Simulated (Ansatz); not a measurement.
Coupled-cluster run, C₃H₉BF₂Si (`C[Si](C)(C)B(F)F`).

```yaml
crystal:
  periodic: [false, false, false]
  atoms:
    - {symbol: C, position_ang: [0.408011, 0.900303, 1.568811]}
    - {symbol: Si, position_ang: [0.009903, 0.026485, -0.045171]}
    - {symbol: C, position_ang: [1.318473, -1.256452, -0.435829]}
    - {symbol: C, position_ang: [-1.683052, -0.777010, 0.076485]}
    - {symbol: B, position_ang: [-0.052050, 1.426280, -1.530432]}
    - {symbol: F, position_ang: [-0.907470, 2.438797, -1.494293]}
    - {symbol: F, position_ang: [0.742527, 1.401841, -2.590000]}
    - {symbol: H, position_ang: [1.393563, 1.371290, 1.538071]}
    - {symbol: H, position_ang: [-0.329088, 1.676335, 1.789018]}
    - {symbol: H, position_ang: [0.403871, 0.187370, 2.398372]}
    - {symbol: H, position_ang: [1.104761, -1.764450, -1.379481]}
    - {symbol: H, position_ang: [1.366198, -2.014576, 0.350855]}
    - {symbol: H, position_ang: [2.307135, -0.798942, -0.522037]}
    - {symbol: H, position_ang: [-1.943569, -1.305896, -0.843578]}
    - {symbol: H, position_ang: [-1.702555, -1.501582, 0.895661]}
    - {symbol: H, position_ang: [-2.459556, -0.032391, 0.267848]}
basis:
  gaussian: {orbitals: def2-SVP}
correlation: {method: ccsd_t}
```

```sh
$ ansatz run in.yaml --threads 8 --pin off --events-out ev --progress --plain --max-ram 18278MiB
```

Log, shortened:

```
Functional definition: HF
1473 factors; integrals over basis functions are off by at most 1.5e-3 eV
mean field evaluation 1: about -17169.2955 eV, gradient 4.4e1 eV
mean field evaluation 2: about -17169.3669 eV, gradient 4.4e1 eV
mean field evaluation 4: about -17174.0060 eV, gradient 4.1e0 eV
mean field evaluation 8: about -17174.0656 eV, gradient 1.9e-1 eV
mean field -17174.06579177 eV, -631.1352768476 hartree, gradient 2.2e-6 eV, S^2 0.000000; 0 other end points of the search recorded, 0 dependent functions left out
11 core orbitals not correlated: weight in the atoms' cores, before any rotation towards them, 1.000 or more for the frozen orbitals, at most 0.000 for the correlated occupied ones
reference -17174.06579177 eV, -631.1352768476 hartree; 21, 21 occupied and 115, 115 virtual orbitals, 1473 factors
second order -26.63197965 eV of doubles, -0.00000000 eV of singles
cycle   1  -27.68012833 eV  change    -1.0e0 eV  update   1.1e-1
cycle   2  -28.30949655 eV  change   -6.3e-1 eV  update   3.3e-2
cycle   3  -28.46709607 eV  change   -1.6e-1 eV  update   1.8e-2
cycle   4  -28.46621720 eV  change    8.8e-4 eV  update   4.1e-3
cycle   5  -28.46409530 eV  change    2.1e-3 eV  update   1.5e-3
cycle   6  -28.46405622 eV  change    3.9e-5 eV  update   4.4e-4
cycle   7  -28.46392149 eV  change    1.3e-4 eV  update   1.3e-4
cycle   8  -28.46387712 eV  change    4.4e-5 eV  update   4.0e-5
perturbative correction -0.70443369 eV, -0.0258874607 hartree
Total energy: -17203.23410258 eV, -632.2071924989 hartree
```

It took 19 s on 8 threads of an Arm Neoverse V1 on a shared host, with 1.3 GiB of host memory at the peak.

MP2 recovers 91.3 % of the CCSD(T) correlation energy and the triples give 2.4 %; T1 = 0.0118.
